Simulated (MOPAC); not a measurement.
MOPAC input (AM1):

```
AM1 PRECISE GNORM=0.05 LET XYZ GEO-OK AUX(PRECISION=9) THREADS=1
CCl2

Cl   -1.40250737 1   -0.20014729 1    0.02098688 1
C    -0.03054783 1    0.84410807 1    0.00883340 1
Cl    1.41328896 1   -0.09777321 1   -0.02410455 1
```

Question: What heat of formation does the run end on?

Answer: 48.43 kcal/mol.
